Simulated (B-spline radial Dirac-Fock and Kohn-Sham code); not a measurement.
# The M5 (3d5/2) hole of samarium ions: width and yield against charge

Level of theory: a relativistic independent-particle model: LDA orbitals of the hole state, radiative multipoles to third order, Auger rates from the Coulomb interaction with a continuum orbital, Dirac-Fock energies; a B-spline atomic structure program. Tabulated ground configurations, configuration averages; single configurations, so decays that open only by mixing (as 1s 2s² with 1s 2p² in Be-like ions) are missing and such tiny yields are far too low.

```
 ion          configuration  radiative (eV)  non-radiative (eV)    yield
  Sm           [Xe] 4f6 6s2         0.00455               0.928  0.00488
 Sm⁺           [Xe] 4f6 6s1         0.00457               0.928  0.00489
Sm²⁺               [Xe] 4f6         0.00458               0.929  0.00491
Sm³⁺               [Xe] 4f5         0.00422               0.926  0.00453
Sm⁴⁺               [Xe] 4f4         0.00374               0.922  0.00404
Sm⁵⁺               [Xe] 4f3         0.00316               0.917  0.00343
Sm⁶⁺  [Kr] 4d10 4f4 5s2 5p4         0.00383               0.922  0.00413
Sm⁷⁺  [Kr] 4d10 4f4 5s2 5p3         0.00387               0.922  0.00418
```

Values without a named source are computed, but for edge energies of neutral atoms, which are taken from tables.
